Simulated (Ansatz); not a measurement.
Ansatz (a quantum-chemistry and plane-wave program) input (RI-MP2/def2-TZVPP):
A basis named .json is the Basis Set Exchange file of that set.

Ansatz 0.2 input:
```yaml
crystal:
  periodic: [false, false, false]
  atoms:
    - {symbol: Ta, position_ang: [0.00000000, 0.00000000, 0.00000000]}
    - {symbol: O, position_ang: [-0.00000000, -0.00000000, -1.90186068]}
    - {symbol: H, position_ang: [-0.00000000, -0.00000000, -2.85548913]}
    - {symbol: O, position_ang: [0.00000000, 0.00000000, 1.90186068]}
    - {symbol: H, position_ang: [0.00000000, 0.00000000, 2.85548913]}
basis:
  gaussian:
    orbitals: def2-TZVPP
    fitting: {mean_field: def2-universal-jkfit, correlation: def2-TZVPP-RIFIT.json}
magnetization: {spin_polarized: true, initial_magnetization: 3}
correlation: {method: mp2, electrons: outside_noble_gas}
```

End of the output:

```
integrals: 0.07 GiB planned
417 factors; integrals over basis functions are off by at most 8.8e-1 eV
396 factors; integrals over basis functions are off by at most 4.9e0 eV
mean field: 0.31 GiB planned
mean field evaluation 1: about -5639.6786 eV, gradient 3.6e1 eV
mean field evaluation 2: about -5642.1607 eV, gradient 2.7e1 eV
mean field evaluation 4: about -5644.5679 eV, gradient 1.3e0 eV
mean field evaluation 8: about -5644.6099 eV, gradient 2.4e-6 eV
mean field evaluation 16: about -5644.5682 eV, gradient 1.3e0 eV
mean field -5644.60990933 eV, -207.4355881138 hartree, gradient 1.3e-6 eV, S^2 3.767126; 0 other end points of the search recorded, 0 dependent functions left out
6 core orbitals not correlated
reference -5644.60990933 eV, -207.4355881138 hartree; 11, 8 occupied and 129, 132 virtual orbitals, 396 factors
second order -15.96830139 eV of doubles, -0.00000000 eV of singles
Total energy: -5660.57821072 eV, -208.0224123663 hartree
```

The spin state was set by rule; other spins were not relaxed.
